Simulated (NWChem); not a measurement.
# C4H7O, doublet; SMILES C[CH]C(C)=O

```xyz
12

C      0.0269    -2.0527    -0.0003
C      0.6589    -0.7076    -0.0003
C     -0.1183     0.5108    -0.0008
C      0.6343     1.8353    -0.0012
O     -1.3577     0.4805    -0.0008
H     -1.0613    -1.9593    -0.0001
H      0.3386    -2.6367     0.8783
H      0.3383    -2.6364    -0.8793
H      1.7453    -0.6338    -0.0001
H      1.2835     1.9177    -0.8819
H     -0.0826     2.6587    -0.0065
H      1.2773     1.9223     0.8835
```
Atoms are numbered in this order, from 1.

Level: B3LYP/6-31G* (spherical d), spin-unrestricted (NWChem), optimised geometry, unscaled harmonic frequencies. 

| frequency (cm⁻¹) | IR intensity (km/mol) |
|---|---|
| 19 | 0.0 |
| 118 | 0.1 |
| 160 | 0.7 |
| 258 | 6.8 |
| 413 | 6.3 |
| 525 | 0.0 |
| 599 | 5.8 |
| 667 | 10.4 |
| 799 | 5.8 |
| 965 | 19.5 |
| 995 | 1.7 |
| 1046 | 2.5 |
| 1050 | 25.8 |
| 1147 | 3.4 |
| 1229 | 54.0 |
| 1409 | 4.7 |
| 1416 | 23.6 |
| 1445 | 18.5 |
| 1497 | 24.7 |
| 1507 | 14.2 |
| 1508 | 2.1 |
| 1514 | 9.7 |
| 1630 | 45.5 |
| 3018 | 13.2 |
| 3048 | 5.6 |
| 3055 | 15.5 |
| 3104 | 14.9 |
| 3155 | 0.4 |
| 3164 | 8.1 |
| 3177 | 22.2 |

| Property | Value |
|---|---|
| zero-point energy | 62.4 kcal/mol |
| thermal correction to the enthalpy at 298.15 K (with zero-point energy) | 67.1 kcal/mol |
| heat capacity Cv | 21.2 cal/(mol K) |
| entropy at 298.15 K and 1 atm (symmetry number 1, electronic part: spin degeneracy alone) | 82.8 cal/(mol K) |
| dipole moment | 2.90 D |

Rigid rotor and harmonic oscillator; modes under 100 cm⁻¹ make the entropy uncertain.
